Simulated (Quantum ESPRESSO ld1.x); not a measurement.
Question: Species: Ne3+. Configuration: [He] 2p5 (not the ground configuration). All-electron calculation, scalar-relativistic Kohn-Sham, LDA (Slater exchange, Perdew-Wang correlation), spin-polarised, spherical densities, point nucleus; open shells are filled with parallel spins first. Program: ld1.x of Quantum ESPRESSO 7.5. Some entries of the table are withheld. Estimate them.

orbital  occ.  eigenvalue (eV)  <r> (bohr)  <1/r> (bohr^-1)
1s up       1         -906.659      0.1585            9.595
1s down     1         -905.438      0.1583            9.604
2p up       3              (1)      0.7601            1.721
2p down     2              (2)      0.7702            1.703

Answer: 
(1) 2p up eigenvalue (eV): -80.4530
(2) 2p down eigenvalue (eV): -77.7305
